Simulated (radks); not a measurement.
Numerical settings for the zinc ion Zn3+, [Ar] 3d9. Calculated with a radial shooting solver on a logarithmic mesh with Libxc functionals: scalar-relativistic Kohn-Sham, PBEsol, spin-polarised, spherical densities, finite nucleus; open shells are filled with parallel spins first; Fermi nuclear charge, rms radius 3.9283 fm. The defaults (mesh step 0.008 in ln r, mesh end at 40 bohr or more with all orbitals vanishing there, Anderson mixing 0.5 over 9 steps, residual threshold near 1e-9 with the energy settled to 1e-9 hartree or 1e-11 of itself, here a cap of 68 iterations) give E = -1792.0760 hartree and 3d at -50.079 eV in 15 iterations. Run on one thread of a shared host, so times are rough (Arm Neoverse V2): 0.13 s of CPU time, 0.13 s wall, 15 iterations on 2189 mesh points. Changes against that run (0 stands for a change within the tolerance of the run):

setting                     iterations  converged  E (mhartree)  e(3d) (meV)  CPU (s)
mesh step in ln r 0.12               2         no      diverged            -     0.01
mesh step in ln r 0.003             17        yes             0            0     0.34
mesh step in ln r 0.2               68         no      diverged            -     0.21
mesh end (bohr) 2                   15        yes          +952    +1.18e+04     0.11
mesh end (bohr) 400                 15        yes             0            0     0.13
residual threshold 1e-13            32        yes             0            0     0.19
residual threshold 1e-05            11        yes             0      +0.0178      0.1
mixing 0.01                         26        yes             0            0      0.2
linear mixing, mixing 0.05          68         no          +0.3         -957     0.53
linear mixing, mixing 0.5           30        yes             0            0      0.2
mixing history 3                    18        yes             0            0     0.14
iteration cap 5                      5         no         +3.25    +1.08e+03     0.05

Settings that end as converged yet miss the energy by more than 1 mhartree: mesh end (bohr) 2 (+0.952 hartree). A mesh that ends early acts as a hard wall.
